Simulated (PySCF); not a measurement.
Calculation: PySCF 2.14.0 with PBE-D3(BJ)/def2-TZVP // PBE0-D3(BJ)/def2-SVP. Gas-phase values, no solvent. One relaxed conformer stands for a flexible species; it need not be the lowest. 

Reference species (SMILES): `[C@H]12C[C@@H]([C@@H](C2)S)[C@H](B)C1` (neutral, multiplicity 1).

```json
{
 "HOMO–LUMO gap": "3.33 eV"
}
```

Changed species: `C1[C@@H]2[C@@H](B)[C@H](S)[C@H]1CC2`.

What does the change do to the HOMO–LUMO gap?

the HOMO–LUMO gap drops by 0.25 eV, to 3.08 eV.
